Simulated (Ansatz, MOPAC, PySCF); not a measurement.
Complex: CH4 (SMILES C) (first 5 atoms) with C3H8 (SMILES CCC); geometry from B3LYP-D3(BJ)/def2-TZVP, rigid monomers moved along the line of their centres of mass till C1···H12 is 3.64 Å.
(charge 0, multiplicity 1):
```tsv
atom	x (Å)	y (Å)	z (Å)
C	0.0176	0.1592	0.1747
H	0.1125	0.2671	-0.9049
H	-0.8960	-0.3864	0.4061
H	0.8746	-0.3891	0.5626
H	-0.0223	1.1443	0.6370
C	0.4152	-1.3245	4.3066
C	0.4845	0.1945	4.4384
C	-0.8934	0.8507	4.4271
H	1.4100	-1.7743	4.3134
H	-0.1548	-1.7636	5.1293
H	-0.0756	-1.6141	3.3746
H	1.0884	0.6029	3.6233
H	1.0054	0.4565	5.3642
H	-0.8222	1.9362	4.5198
H	-1.4242	0.6293	3.4983
H	-1.5084	0.4851	5.2532
```

Interaction energies are E(AB) − E(A) − E(B) at the monomers' geometry in the complex; basis-set methods are counterpoise corrected.

Cores are frozen in the correlated methods. Rows in 6-31G* carry no dispersion term and start afresh at each structure (6-31G* with six Cartesian d functions). The state that PM6 reach isn't checked.

Codes used: Ansatz (Gaussian orbitals); MOPAC for PM6 (differences of heats of formation); PySCF for 6-31G* rows. Each number belongs to the level named beside it.

Predict the interaction energy from CCSD(T)/aug-cc-pVDZ.

-30 meV

Give the interaction energy at the level PM6.

-4 meV

What interaction energy does HF/6-31G* give?

7 meV

Ansatz is a quantum-chemistry and plane-wave program.
